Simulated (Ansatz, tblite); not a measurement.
Removing and adding an electron: (HInSe)4 cubane (In4H4Se4). The state is a singlet with charge 0. Geometry: PBE-D4/def2-SVP. Ansatz, gas phase; energy differences of separate SCF runs; the oxidised species was run as a doublet alone; the reduced species was run as a doublet alone.

```xyz
12

In   -1.5238    0.0965   -1.5621
H    -2.7304    0.1731   -2.7980
Se    1.0773   -0.2290   -2.2207
In    1.4369    1.6206   -0.2830
H     2.5760    2.9021   -0.5052
Se   -1.1756    2.1787    0.1262
In   -0.9498    0.2023    1.9564
H    -1.7038    0.3628    3.5041
Se   -1.6300   -1.8397    0.3210
In    1.0367   -1.9193   -0.1113
H     1.8582   -3.4380   -0.2010
Se    1.7283   -0.1099    1.7736
```

In the def2 sets In takes a core potential; there is no spin–orbit coupling. The xTB rows come from tblite. Single mean-field runs in def2-TZVP are fitted with def2-universal-jkfit. HOMO above LUMO, or a gap near zero within one spin, warns that the state may not be the lowest or that an electron is smeared out.

| level | −HOMO (eV) | vertical IE (eV) | −LUMO (eV) | vertical EA (eV) | HOMO–LUMO gap (eV) | IE − EA (eV) | remarks |
| --- | --- | --- | --- | --- | --- | --- | --- |
| GFN1-xTB | 9.62 | 11.52 | 5.75 | 4.05 | 3.87 | 7.48 | – |
| GFN2-xTB | 11.34 | 13.09 | 8.47 | 6.83 | 2.87 | 6.26 | – |
| HF/def2-TZVP | 9.51 | 8.36 | -1.02 | -0.81 | 10.53 | 9.17 | HOMO above zero (-1 doublet), spin-contaminated (⟨S²⟩ 0.84) (+1 doublet) |
| PBE-D4/def2-TZVP | 6.26 | 8.25 | 2.45 | 0.72 | 3.81 | 7.53 | HOMO above zero (-1 doublet), gap within one spin near zero (+1 doublet), gap within one spin near zero (-1 doublet) |
| PBE0-D4/def2-TZVP | 7.26 | 8.64 | 1.70 | 0.51 | 5.56 | 8.14 | HOMO above zero (-1 doublet) |

Relaxing the oxidised species (PBE-D4/def2-SVP) changes its energy by -0.25 eV at PBE-D4/def2-TZVP, so the adiabatic ionisation energy to this nearest minimum is 8.00 eV. At PBE0-D4/def2-TZVP it is 8.23 eV.     A HOMO above zero means that the electron is unbound at that level or that self-interaction error raises the level; the energy of removing that electron tells which. Raw xTB energy differences between charge states are shifted by several eV; the methods need an empirical correction for them. Sets without diffuse functions give affinities that are too small. A negative affinity means that the extra electron isn't bound; its size then hangs on the basis.
